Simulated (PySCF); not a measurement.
An unknown is described by computed data only.

Formula: C4H6ClFSi.

| Property | Result |
| --- | --- |
| 1H NMR | chemical shifts (computed TMS as zero) by class: 2.09 (3 H), 0.52 (3 H) ppm [GIAO PBE0/pcSseg-1] |
| 13C NMR | chemical shifts (computed TMS as zero) by class: 111.9 (1 C), 84.3 (1 C), 5.5 (1 C), 5.4 (1 C) ppm [GIAO PBE0/pcSseg-1] |
| Triplet | lowest triplet excitation (Tamm–Dancoff): 5.07 eV [TDA wB97X-D/def2-SVPD] |
| Polarisability | 84.5 au [wB97X-D/def2-SVPD] |
| NMR, other nuclei | isotropic shieldings of nuclei other than C and H, by class: 309 (1 F), 358 (1 Si), 876 (1 Cl) ppm [GIAO PBE0/pcSseg-1] |
| UV, strongest line | among the 8 lowest singlet transitions: S8 at 8.50 eV (146 nm, f = 1.009) [TDDFT wB97X-D/def2-SVPD] |
| Rotational structure | rotational constants A, B, C: 2.440, 0.962, 0.856 GHz [GFN2-xTB] |
| UV, first state | lowest singlet excitation: 5.99 eV (207 nm, f = 0.000) [TDDFT wB97X-D/def2-SVPD] |
| Dipole | 3.22 D [wB97X-D/def2-SVPD] |

Electronic properties: PySCF, gas phase, density fitting. Levels stand in brackets. Geometry: GFN2-xTB; no solvent, vibrations or thermal averaging. Each NMR value is the plain mean over a class of atoms that symmetry, rotation or inversion makes alike.

**Question.** Give a SMILES that accounts for the data.

**Answer.** Numbering: `[CH3:1][C:2]#[C:3][Si@:4]([CH3:5])([F:6])[Cl:7]`. Its formula, C4H6ClFSi, gives 2 degrees of unsaturation: 0 rings and 2 π bonds in the structure found. 4 carbons fall into 4 classes; from least to most shielded: alkyne carbon [C2] (111.9 ppm), alkyne carbon [C3] (84.3 ppm), Si-methyl carbon [C5] (5.5 ppm), propargylic carbon [C1] (5.4 ppm). Hydrogen classes from least to most shielded: 3 H on a propargylic carbon, C1 (2.09 ppm), 3 H on an Si-methyl carbon, C5 (0.52 ppm). The other shieldings belong to: 309 ppm, silicon-bound fluorine [F6]; 358 ppm, fluorine-bound silicon [Si4]; 876 ppm, silicon-bound chlorine [Cl7]. The optimised geometry has point group C1 and is an asymmetric top. Structure: `CC#C[Si@](C)(F)Cl`. The assignments are read from this structure; whether some other isomer fits the data as well wasn't checked. The mirror image fits equally.
